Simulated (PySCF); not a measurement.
**Vibration and rotation of PbBr**

PBE0 constants of PbBr, ²Π (doublet), unpaired electrons π ↑ (PySCF, scalar-relativistic core potentials, basis sets Pb cc-pVTZ-PP with ECP60, Br cc-pVTZ-PP with ECP10; masses 207.9766 and 78.9183 u):

```
ωe              : 213.2 cm⁻¹
ωexe            : 0.439 cm⁻¹
Be              : 0.043269 cm⁻¹
αe              : 0.000124 cm⁻¹
D (centrifugal) : 7.13e-09 cm⁻¹
De to Pb + Br   : 3.40 eV
```

Q: Give the vibrational terms G(v) and spacings up to v = 6.

A: G(v) = ωe(v+½) − ωexe(v+½)².

```tsv
v	G(v) (cm⁻¹)	G(v) − G(v−1)	Bv (cm⁻¹)
0	106.5		0.04321
1	318.8	212.3	0.04308
2	530.3	211.4	0.04296
3	740.8	210.6	0.04284
4	950.5	209.7	0.04271
5	1159.3	208.8	0.04259
6	1367.3	207.9	0.04246
```

Q: How well does the Morse estimate ωe²/(4ωexe) reproduce De, and what is D0?

A: It gives 3.21 eV, 94 % of the computed De. D0 = De − G(0) = 3.40 − 0.01 = 3.39 eV.

These are scalar-relativistic numbers at best; spin–orbit coupling would shift them, the dissociation energy most. The state is the lowest determinant that a PBE0 search found; another state may lie lower at other levels.
